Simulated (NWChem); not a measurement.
All runs are NWChem calculations. System: C₄H₄N₂, charge 0, spin multiplicity 1, displaced from the optimised geometry. Level: PBE0/def2-SVP.

Job file:

```
start mol
memory heap 200 mb stack 900 mb global 1100 mb
geometry units angstroms nocenter noautoz
  C      0.000000     0.000000     1.384239
  C     -1.210440     0.000000     0.633276
  N     -1.217436     0.000000    -0.728743
  C      0.000000     0.000000    -1.338712
  N      1.217436     0.000000    -0.728743
  C      1.210440     0.000000     0.633276
  H      0.000000     0.000000     2.498061
  H     -2.205512     0.000000     1.144865
  H      0.000000     0.000000    -2.457856
  H      2.205512     0.000000     1.144865
  symmetry group C2v
end
basis spherical
  * library def2-svp
end
dft
  xc pbe0
  semidirect memsize 60000000 filesize 0
  iterations 100
  convergence energy 1e-9 density 1e-8 gradient 1e-7
end
task dft gradient
```

NWChem printed:

```
             Northwest Computational Chemistry Package (NWChem) 7.3.0
             --------------------------------------------------------

                                NWChem Input Module
                                -------------------

 Scaling coordinates for geometry "geometry" by  1.889725989
 (inverse scale =  0.529177249)

 Turning off AUTOSYM since
 SYMMETRY directive was detected!

                             Geometry "geometry" -> ""
                             -------------------------

 Output coordinates in angstroms (scale by  1.889725989 to convert to a.u.)

  No.       Tag          Charge          X              Y              Z
 ---- ---------------- ---------- -------------- -------------- --------------
    1 C                    6.0000     0.00000000     0.00000000     1.38423900
    2 C                    6.0000    -1.21044000     0.00000000     0.63327600
    3 N                    7.0000    -1.21743600     0.00000000    -0.72874300
    4 C                    6.0000     0.00000000     0.00000000    -1.33871200
    5 N                    7.0000     1.21743600     0.00000000    -0.72874300
    6 C                    6.0000     1.21044000     0.00000000     0.63327600
    7 H                    1.0000     0.00000000     0.00000000     2.49806100
    8 H                    1.0000    -2.20551200     0.00000000     1.14486500
    9 H                    1.0000     0.00000000     0.00000000    -2.45785600
   10 H                    1.0000     2.20551200     0.00000000     1.14486500

 Effective nuclear repulsion energy (a.u.)     204.5360687434

            Nuclear Dipole moment (a.u.)
            ----------------------------
        X                 Y               Z
 ---------------- ---------------- ----------------
     0.0000000000     0.0000000000     0.0000132281

      Symmetry information
      --------------------

 Group name             C2v
 Group number             16
 Group order               4
 No. of unique centers     7

      Symmetry unique atoms

     1    2    3    4    7    8    9


 Summary of "ao basis" -> "" (spherical)
 ------------------------------------------------------------------------------
       Tag                 Description            Shells   Functions and Types
 ---------------- ------------------------------  ------  ---------------------
 *                          def2-svp                  on all atoms

                                 NWChem DFT Module
                                 -----------------

 Summary of "ao basis" -> "ao basis" (spherical)
 ------------------------------------------------------------------------------
       Tag                 Description            Shells   Functions and Types
 ---------------- ------------------------------  ------  ---------------------
 C                          def2-svp                 6       14   3s2p1d
 N                          def2-svp                 6       14   3s2p1d
 H                          def2-svp                 3        5   2s1p

 Summary of "ao basis" -> "ao basis" (spherical)
 ------------------------------------------------------------------------------
       Tag                 Description            Shells   Functions and Types
 ---------------- ------------------------------  ------  ---------------------
 C                          def2-svp                 6       14   3s2p1d
 N                          def2-svp                 6       14   3s2p1d
 H                          def2-svp                 3        5   2s1p
[...]
    19     -0.195316   2 C  py               36     -0.195261   3 N  py
    64     -0.195261   5 N  py               75     -0.195316   6 C  py

 Vector   24  Occ=0.000000D+00  E= 7.033681D-02  Symmetry=a1
              MO Center=  1.7D-14, -1.3D-16,  1.9D+00, r^2= 6.2D+00
   Bfn.  Coefficient  Atom+Function         Bfn.  Coefficient  Atom+Function
  ----- ------------  ---------------      ----- ------------  ---------------
    86      1.325589   7 H  s                91      0.965477   8 H  s
   101      0.965477  10 H  s                 3     -0.938750   1 C  s
    17     -0.593753   2 C  s                73     -0.593753   6 C  s
     9     -0.528986   1 C  pz               21      0.369279   2 C  px
    77     -0.369279   6 C  px               96      0.274174   9 H  s

 center of mass
 --------------
 x =   0.00000000 y =   0.00000000 z =  -0.05468584

 moments of inertia (a.u.)
 ------------------
         299.789550766321           0.000000000000           0.000000000000
           0.000000000000         608.607922633385           0.000000000000
           0.000000000000           0.000000000000         308.818371867064

     Multipole analysis of the density
     ---------------------------------

     L   x y z        total         alpha         beta         nuclear
     -   - - -        -----         -----         ----         -------
     0   0 0 0     -0.000000    -21.000000    -21.000000     42.000000

     1   1 0 0     -0.000000     -0.000000     -0.000000      0.000000
     1   0 1 0     -0.000000     -0.000000     -0.000000      0.000000
     1   0 0 1      0.909573      0.454780      0.454780      0.000013

     2   2 0 0    -27.412336    -99.520008    -99.520008    171.627679
     2   1 1 0     -0.000000     -0.000000     -0.000000      0.000000
     2   1 0 1     -0.000000     -0.000000     -0.000000      0.000000
     2   0 2 0    -26.744633    -13.372316    -13.372316      0.000000
     2   0 1 1     -0.000000     -0.000000     -0.000000      0.000000
     2   0 0 2    -22.588569    -99.499202    -99.499202    176.409835

  itol2e modified to match energy
  convergence criterion.

            General Information
            -------------------
          SCF calculation type: DFT
          Wavefunction type:  closed shell.
          No. of atoms     :    10
          No. of electrons :    42
           Alpha electrons :    21
            Beta electrons :    21
          Charge           :     0
          Spin multiplicity:     1
          Use of symmetry is: on ; symmetry adaption is: on
          Maximum number of iterations: 100
          AO basis - number of functions:   104
                     number of shells:    48
          Convergence on energy requested:  1.00D-09
          Convergence on density requested:  1.00D-08
          Convergence on gradient requested:  1.00D-07

              XC Information
              --------------
                         PBE0 Method XC Functional
                     Hartree-Fock (Exact) Exchange  0.250
          PerdewBurkeErnzerhof Exchange Functional  0.750
            Perdew 1991 LDA Correlation Functional  1.000 local
           PerdewBurkeErnz. Correlation Functional  1.000 non-local

             Grid Information
             ----------------
          Grid used for XC integration:  medium
          Radial quadrature: Mura-Knowles
          Angular quadrature: Lebedev.
          Tag              B.-S. Rad. Rad. Pts. Rad. Cut. Ang. Pts.
          ---              ---------- --------- --------- ---------
          C                   0.70       49          10.0       434
          N                   0.65       49          10.0       434
          H                   0.35       45          12.0       434
          Grid pruning is: on
          Number of quadrature shells:   331
          Spatial weights used:  Erf1

          Convergence Information
          -----------------------
          Convergence aids based upon iterative change in
          total energy or number of iterations.
          Levelshifting, if invoked, occurs when the
          HOMO/LUMO gap drops below (HL_TOL):  1.00D-02
          DIIS, if invoked, will attempt to extrapolate
          using up to (NFOCK): 10 stored Fock matrices.

                    Damping( 0%)  Levelshifting(0.5)       DIIS
                  --------------- ------------------- ---------------
          dE  on:    start            ASAP                start
          dE off:    2 iters        100 iters           100 iters

      Screening Tolerance Information
      -------------------------------
          Density screening/tol_rho:  1.00D-12
          AO Gaussian exp screening on grid/accAOfunc:  21
          CD Gaussian exp screening on grid/accCDfunc:  20
          XC Gaussian exp screening on grid/accXCfunc:  20
          Schwarz screening/accCoul:  1.00D-10

                            NWChem DFT Gradient Module
                            --------------------------

  charge          =   0.00
  wavefunction    = closed shell

  Using symmetry

                         DFT ENERGY GRADIENTS

    atom               coordinates                        gradient
                 x          y          z           x          y          z
   1 C       0.000000   0.000000   2.615832    0.000000   0.000000   0.015996
   2 C      -2.287400   0.000000   1.196718   -0.015062   0.000000   0.011502
   3 N      -2.300620   0.000000  -1.377125   -0.026134   0.000000  -0.016062
   4 C       0.000000   0.000000  -2.529799    0.000000   0.000000  -0.021225
   5 N       2.300620   0.000000  -1.377125    0.026134   0.000000  -0.016062
   6 C       2.287400   0.000000   1.196718    0.015062   0.000000   0.011502
   7 H       0.000000   0.000000   4.720651    0.000000   0.000000   0.014656
   8 H      -4.167813   0.000000   2.163481   -0.013087   0.000000   0.007614
   9 H       0.000000   0.000000  -4.644674    0.000000   0.000000  -0.015537
  10 H       4.167813   0.000000   2.163481    0.013087   0.000000   0.007614

                 ----------------------------------------
                 |  Time  |  1-e(secs)   |  2-e(secs)   |
                 ----------------------------------------
                 |  CPU   |       0.00   |       1.22   |
                 ----------------------------------------
                 |  WALL  |       0.00   |       1.22   |
                 ----------------------------------------

 Task  times  cpu:        4.1s     wall:        4.1s

 Total times  cpu:        4.1s     wall:        4.1s
```
